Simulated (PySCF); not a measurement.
Species: C7H8FN.
Geometry (PBE0-D3(BJ)/def2-SVP, Å), atoms numbered from 1 in this order:
```xyz
17
C7H8FN angstrom
C      3.5739    0.1434   -0.5606
C      2.4145    0.1562   -0.2162
C      1.0066    0.1189    0.1876
C      0.2800   -1.0551   -0.4836
C     -1.2017   -0.9593   -0.2061
F     -1.8657   -2.0100   -0.7979
C     -1.7338    0.3521   -0.7394
C     -0.8048    1.4946   -0.4235
N      0.3935    1.4247   -0.0191
H      4.6060    0.1426   -0.8588
H      0.9989   -0.0416    1.2839
H      0.4454   -1.0168   -1.5724
H      0.6838   -2.0109   -0.1196
H     -1.3828   -1.0262    0.8823
H     -2.7411    0.5723   -0.3516
H     -1.8393    0.2709   -1.8364
H     -1.2192    2.5065   -0.5606
```

All values: B3LYP/def2-SVPD (PySCF, non-relativistic), on one gas-phase PBE0-D3(BJ)/def2-SVP geometry that isn't relaxed in the solvent. The solvent is an IEF-PCM continuum (cavity from Bondi-type radii × 1.2), and excitations are vertical TDDFT with non-equilibrium linear response and a frozen core. The model holds no explicit solvent molecules, cavitation or dispersion.

| run | E − E(gas) (kcal/mol) | HOMO (eV) | HOMO–LUMO gap (eV) | dipole (D) | lowest singlet (eV) | static polarisability (au) |
| --- | --- | --- | --- | --- | --- | --- |
| gas | 0.00 | -7.27 | 6.43 | 0.94 | 4.92 | 87.0 |
| P | -6.90 | -7.29 | 6.60 | 1.47 | 5.08 | 110.5 |
| Q | -8.37 | -7.31 | 6.64 | 1.60 | 5.13 | 116.3 |

Q: The runs were made in methanol and tetrahydrofuran. Which run belongs to which solvent?

A: P = tetrahydrofuran, Q = methanol. The dielectric constants are 7.426 (tetrahydrofuran), 32.61 (methanol), and the energy falls further as ε rises. The optical constants n² used for the excitations are 1.97, 1.77 in the same order. In this model the ground state sees the solvent through ε alone.

Q: How constant is the ratio of the lowering to (ε − 1)/(2ε + 1)?

A: 
| solvent | (ε − 1)/(2ε + 1) | E − E(gas) (kcal/mol) | ratio (kcal/mol) | polarisation term (kcal/mol) |
| --- | --- | --- | --- | --- |
| tetrahydrofuran | 0.405 | -6.90 | -17.0 | -7.95 |
| methanol | 0.477 | -8.37 | -17.5 | -9.96 |

The ratio changes by +3.1 % in size from tetrahydrofuran to methanol. The polarisation term is half the interaction of the solute with the induced surface charges.

The run took about 90 s of CPU time (one thread, shared machine). This is the whole response run at B3LYP/def2-SVPD in methanol, SCF included.
